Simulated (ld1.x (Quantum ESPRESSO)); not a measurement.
**argon: one change to an ultrasoft potential, before and after**

ld1.x (Quantum ESPRESSO) 7.5 input, shortened:

```
&input
   title='Ar', zed=18., rel=2, dft='REVPBE', iswitch=3,
   config='[Ne] 3s2 3p5.5', rel_dist='average'
 /
 &inputp
   pseudotype=3, tm=.true., lloc=-2, rcloc=0.70,
   nlcc=.false.
 /
4
3S  1  0   2.00   0.00  0.75  1.00  0.0
3S  1  0   0.00   0.20  0.75  1.00  0.0
3P  2  1   5.50   0.00  0.65  0.90  0.0
3P  2  1   0.00  -0.55  0.65  0.90  0.0
 &test
   configts(1)='3s2 3p5.5'
 /
```

Open shells are filled in proportion to 2j + 1 (rel_dist='average').

Change: core correction a·sin(br)/r model core inside 0.58 bohr.

Cutoffs: the cutoffs (Ry, on a coarse ladder) from which the occupation-weighted sum of valence levels, in a spherical-Bessel basis at the reference potential, stays within 10 and 1 mRy of its value at 400 Ry; they do not see the model core or the augmentation charge, which bear on the density cutoff. Errors are all-electron minus pseudo energies relative to the spin-unpolarised reference configuration.

**Question.** Predict the effect on cutoff, ghosts and configuration errors.

**Answer.** The potential gets neither clearly harder nor softer (80 Ry and 140 Ry → 80 Ry and 140 Ry); both files keep a bound ghost (p, s); of the 6 tests that both files solve, the error grows in 1 and shrinks in 5 by more than 15 % and 0.3 meV (median size 6.2 → 5.1 meV). A model core, the more so a compact one, raises the density cutoff, which this test does not measure.

| quantity | base | changed |
| --- | --- | --- |
| cutoff, loose | 80 Ry | 80 Ry |
| cutoff, tight | 140 Ry | 140 Ry |
| bound ghosts | p3/2, p1/2, s | p3/2, p1/2, s |
| error for 3s2 3p6, meV [ΔE -6.53 eV] | -0.7 | -0.2 |
| error for 3s2 3p5, meV [ΔE 9.50 eV] | -0.6 | -0.1 |
| error for 3s2 3p4, meV [ΔE 38.13 eV] | -11 | -4.8 |
| error for 3s2 3p3, meV [ΔE 80.69 eV] | -44 | -24 |
| error for 3s2 3p2, meV [ΔE 138.31 eV] | -114 | -71 |
| error for 3s1 3p6, meV [ΔE 24.13 eV] | -1.5 | +5.4 |
| s: phases at 1.09 bohr within 0.05 rad from the reference energy up to (Ry; the scan ends near 5) | to the end of the scan | to the end of the scan |
| p1/2: phases at 1.09 bohr within 0.05 rad from the reference energy up to (Ry; the scan ends near 5) | to the end of the scan | to the end of the scan |
| p3/2: phases at 1.09 bohr within 0.05 rad from the reference energy up to (Ry; the scan ends near 5) | to the end of the scan | to the end of the scan |
| lowest overlap eigenvalue by channel | s 0.76, p1/2 1.00, p3/2 1.00 | s 0.76, p1/2 1.00, p3/2 1.00 |

 A true bound ghost makes a file unfit for plane-wave use even where its test errors are small: the radial tests pick states by their node count and pass the ghost by.
